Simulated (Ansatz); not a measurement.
Reaction (redistribution): `FC(F)[SiH3]` + `C[CH]1[AlH][SiH2]1` → `C[SiH2]C(F)F` + `[CH2]1[AlH][SiH2]1`

Isolated molecules relaxed with PBE0-D4/def2-TZVP in Ansatz; ΔE leaves out vibrations. CCSD(T)/CBS is the MP2 limit (def2-TZVPP, def2-QZVPP) plus CCSD(T) − MP2 in def2-TZVPP, frozen cores. Each species was taken in one conformer, which may not be the lowest.

`FC(F)[SiH3]`:

Z-matrix (Å, degrees):
```
C
F 1 1.366
Si 1 1.920 2 110.1
F 1 1.366 2 107.4 3 119.9
H 1 1.097 2 107.2 3 -125.2
H 3 1.484 1 108.1 2 179.5
H 3 1.484 1 108.1 2 -61.3
H 3 1.481 1 108.3 2 59.1
```

`C[CH]1[AlH][SiH2]1`:

```xyz
11

C    -0.447   -0.187   -1.477
C     0.301   -0.197   -0.161
Al    1.427    0.970    0.922
Si   -0.499   -0.159    1.580
H    -1.026   -1.104   -1.631
H    -1.153    0.647   -1.512
H     0.227   -0.074   -2.331
H     0.995   -1.065   -0.101
H     2.712    1.895    0.860
H    -0.829   -1.438    2.272
H    -1.710    0.713    1.580
```

`C[SiH2]C(F)F`:

Z-matrix (Å, degrees):
```
C
Si 1 1.865
H 1 1.093 2 111.2
H 1 1.092 2 110.7 3 -120.0
H 1 1.092 2 110.4 3 120.2
C 2 1.921 1 109.0 3 -61.3
H 2 1.487 1 111.7 3 56.5
H 2 1.484 1 112.2 3 -179.6
F 6 1.366 2 110.8 1 -175.9
F 6 1.370 2 109.9 1 -57.6
H 6 1.098 2 114.7 1 62.8
```

`[CH2]1[AlH][SiH2]1`:

```xyz
8

C     0.482    0.085   -0.776
Al   -0.956   -1.126   -0.253
Si    0.006    0.565    1.026
H     1.436   -0.458   -0.799
H     0.491    0.849   -1.552
H    -1.846   -2.312   -0.799
H    -0.696    1.877    1.102
H     1.083    0.520    2.052
```

```csv
species,CCSD(T)/CBS(def2) energy (Eh)
`FC(F)[SiH3]`,-529.09339
`C[CH]1[AlH][SiH2]1`,-611.34345
`C[SiH2]C(F)F`,-568.37169
`[CH2]1[AlH][SiH2]1`,-572.08710
```

Task: Work out ΔE.

Result: ΔE = (-568.37169) + (-572.08710) − (-529.09339) − (-611.34345) = -0.02195 Eh = -0.60 eV.

Largest T1 diagnostic among the species: 0.013.
